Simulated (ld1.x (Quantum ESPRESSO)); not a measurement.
Pb (Z = 82), TM: configuration errors across variants

```
Element                 : lead
Generator               : ld1.x (Quantum ESPRESSO) 7.5
Type                    : norm-conserving Troullier–Martins (Kleinman–Bylander form)
Functional              : PBE
Relativity              : scalar-relativistic
Frozen core             : [Xe] 4f14 5d10
Valence charge          : 4
Reference configuration : 6s1 6p3
Partial waves           : 6s (bound): rc 1.95 bohr; 6p (bound): rc 1.95 bohr; 6d channel at 0.1 Ry: rc 2.00 bohr
Local potential         : all-electron potential smoothed inside 1.60 bohr (lloc = -1)
Core correction         : Bessel-smoothed model core inside 1.60 bohr
```

All-electron excitation energies from the reference (eV): (1) 6s2 6p2 -8.736; (2) 6s2 6p1 -2.161; (3) 6s2 6p0 11.284; (4) 6s0 6p4 9.098; (5) 6s1 6p2 7.366; (6) 6s2 6p1.5 -6.245; (7) 6s2 6p2.3 -9.536.

3 further variants failed, have other tests or too few solved ones, and are left out.

A true bound ghost makes a file unfit for plane-wave use even where its test errors are small: the radial tests pick states by their node count and pass the ghost by.

Errors AE − PS in meV (a dash: test not solved or not reliable):

```tsv
change	(1)	(2)	(3)	(4)	(5)	(6)	(7)	bound ghosts
base	-40	-15	-48	-51	-24	-24	-50	s, d, p
wave 6d channel at 0.1 Ry: rc 2.00 bohr becomes 6d channel at 2.91 Ry: rc 2.00 bohr	-40	-15	-48	-51	-24	-24	-50	s, p
wave 6s (bound): rc 1.95 bohr becomes 6s (bound): rc 2.30 bohr	-45	-19	-51	-57	-24	-28	-54	s, d, p
wave 6d channel at 0.1 Ry: rc 2.00 bohr becomes 6d channel at 0.1 Ry: rc 2.24 bohr	-40	-15	-48	-51	-24	-24	-50	d, s, p
core correction Bessel-smoothed model core inside 1.24 bohr	-40	-15	-48	-51	-24	-24	-50	s, d, p
```

Question: Give the same row for: local potential the s channel.

Answer: -30, -15, -48, -33, -15, -21, -34; bound ghosts: d.
